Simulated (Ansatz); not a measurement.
Consider the ligand exchange at a Mg–O bond: `[OH][Mg][O][SiH3]` + H₂S → `[OH][Mg][SH]` + `O[SiH3]`.

Isolated molecules relaxed with PBE0-D4/def2-TZVP in Ansatz; ΔE leaves out vibrations. CBS: MP2 limit from def2 TZ/QZ plus the TZ coupled-cluster correction, frozen cores. This one scheme is used for every species. DFT in def2-TZVPP. B3LYP here is the variant with VWN-RPA as its local correlation; programs differ in this. HSE06 is defined as in plane-wave codes. For Mg outer-core shells are correlated without core-valence functions, which leaves a few kJ/mol of doubt a bond. One conformer a species, not always the lowest.

(1) Is it downhill or uphill in electronic energy at CCSD(T)/CBS, and by how much? (An estimate is asked.)

(2) What do these levels give: B97M-V, B3LYP-D4, r2SCAN0-D4, HSE06-D4, BHLYP-D4, ωB97X-V, PBE-QIDH, r2SCAN0, HSE06, CCSD(T)/def2-SVP, CCSD/def2-TZVPP, HF/CBS(def2)? (Best estimate.)

Largest T1 diagnostic among the species: 0.011.

Results:

(1) Computed: Uphill: ΔE = +0.26 eV.

(2) Computed: B97M-V 0.21, B3LYP-D4 0.23, r2SCAN0-D4 0.18, HSE06-D4 0.12, BHLYP-D4 0.24, ωB97X-V 0.21, PBE-QIDH 0.18, r2SCAN0 0.18, HSE06 0.12, CCSD(T)/def2-SVP 0.39, CCSD/def2-TZVPP 0.26, HF/CBS(def2) 0.25 eV.

Leaving LDA and LC-ωPBE aside and taking each functional with its dispersion term where it has one, the values, not all of them listed here, spread over 0.14 eV, from HSE06-D4 to CAM-B3LYP-D4. At CCSD(T), def2-SVP lies +0.13 eV from the extrapolated value and def2-TZVPP −0.01 eV.
